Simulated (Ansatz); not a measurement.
The lowest singlet and triplet of S2 (SMILES S=S); geometries from B3LYP-D3(BJ)/def2-TZVP, each state relaxed from the structure named, with no frequency check, low spin by broken symmetry.
Singlet (charge 0, multiplicity 1):
```xyz
2

S      0.000     0.000    -0.952
S      0.000     0.000     0.952
```
Triplet (charge 0, multiplicity 3):
```csv
atom,x (Å),y (Å),z (Å)
S,0.0000,0.0000,-0.9518
S,0.0000,0.0000,0.9518
```

A positive gap puts the triplet lower; no zero-point energy. R- takes a restricted singlet, here one determinant of a half-filled degenerate or near-degenerate pair, which mixes singlet states. The triplet is unrestricted in single-reference levels. Active spaces average the two states.

Frozen-core correlation.

The values were computed with Ansatz (Gaussian basis) for Hartree–Fock, density functionals and correlated methods. Each number belongs to the level named beside it.

Task: Predict the gap E(singlet) − E(triplet), adiabatic from FIC-MRCISD+Q on SA-CASSCF(12,8)/cc-pV(Q+d)Z.

Result: 0.55 eV

Task: Estimate the gap E(singlet) − E(triplet), adiabatic that R-wB97X-V/def2-TZVPP returns for this input.

Result: 0.96 eV

Task: Predict the gap E(singlet) − E(triplet), adiabatic from R-CCSD/cc-pV(T+d)Z.

Result: 0.85 eV

Doubts at one or more of the structures used: a restricted determinant that unrestricted orbitals would lower (R-wB97X-V/def2-TZVPP, R-CCSD/cc-pV(T+d)Z).

Ansatz is a first-principles code.
